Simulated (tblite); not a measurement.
FGeH4P.
Geometry (GFN2-xTB, Å), atoms numbered from 1 in this order:
```
atom  x, y, z in Å
F1    -1.4110    1.5463   -0.1088
Ge2   -0.7497   -0.0761    0.0717
P3     1.4769    0.2189    0.5709
H4    -1.2100   -0.6782   -1.2458
H5    -1.6342   -0.6094    1.1795
H6     1.7890   -1.0909    0.2168
H7     1.7424    0.6943   -0.7114
```

All values are computed: GFN2-xTB (tblite) harmonic vibrations without scaling, gas phase. Against measured fundamentals such values can be off by several per cent, at times by over 20. Modes of hydrogen on germanium and phosphorus can be 10 to 20 % off. One conformer, not necessarily the lowest.

Harmonic wavenumbers (cm⁻¹): 79.3, 134.5, 342.1, 361.4, 465.4, 576.0, 646.8, 715.1, 722.2, 803.7, 1113.1, 1806.3, 1892.6, 2241.4, 2298.8.

A = 11190, B = 3131, C = 2567 MHz; mass 127.925 u (most abundant isotopes); point group C1, symmetry number 1.

Question: Zero-point energy?

Answer: Half the sum of the wavenumbers: 7099 cm⁻¹ = 20.30 kcal/mol.

Question: Entropy at 400 K, 1 bar (ideal gas, RRHO, classical rotation)?

Answer: Translation 41.94, rotation 26.56, vibration 15.81: S = 84.3 cal/(mol K).

Question: And Cp and H(400 K) − H(0)?

Answer: Cp = 23.92 cal/(mol K), of which vibrations give 15.97 (their classical limit is 15 R = 29.8); H(400 K) − H(0) = 6.57 kcal/mol without the zero-point energy, 3.39 from vibrations.

Question: Blend soft modes into free rotors: weight 1/[1 + (100 cm⁻¹/ν̃)⁴] for the oscillator and the rest for a rotor with moment μB/(μ + B), μ = h/(8π²ν), B = 10⁻⁴⁴ kg m². What vibrational entropy results?

Answer: 14.88 cal/(mol K) in place of 15.81, which changes −T·S at 400 K by +0.37 kcal/mol.

Question: How do the functions run with temperature in this model?

Answer: 
| T (K) | S (cal/(mol K)) | Cp (cal/(mol K)) | H − H(0) (kcal/mol) | G − H(0) (kcal/mol) | ln q(vib) |
| --- | --- | --- | --- | --- | --- |
| 150 | 65.8 | 14.4 | 1.64 | -8.22 | 1.04 |
| 250 | 74.2 | 19.0 | 3.32 | -15.24 | 2.08 |
| 298.15 | 77.7 | 20.9 | 4.28 | -18.90 | 2.60 |
| 600 | 94.8 | 28.0 | 11.78 | -45.12 | 5.75 |
| 900 | 106.9 | 31.7 | 20.78 | -75.47 | 8.48 |

q(vib) and H(0) count from the zero-point level.

Question: What must be added to the electronic energy to get the Gibbs energy at 400 K and 1 bar?

Answer: ZPE + [H(400 K) − H(0)] − T·S = 20.30 + 6.57 − 33.72 = -6.85 kcal/mol.

Question: Which modes carry the vibrational entropy at 400 K?

Answer: 79.3 cm⁻¹: 4.49; 134.5 cm⁻¹: 3.45; 342.1 cm⁻¹: 1.70; 361.4 cm⁻¹: 1.60; 465.4 cm⁻¹: 1.18; 576.0 cm⁻¹: 0.86 cal/(mol K); the other 9 give 2.54 together.

Hindered rotation and anharmonicity are outside this model. Other conformers, if any are populated, would add a mixing term that is left out. The structure is chiral; the term R ln 2 for an equal mix with its mirror image is left out.

Hardware: one thread, x86-64 server, on a shared host. The figure is for the frequency step alone.
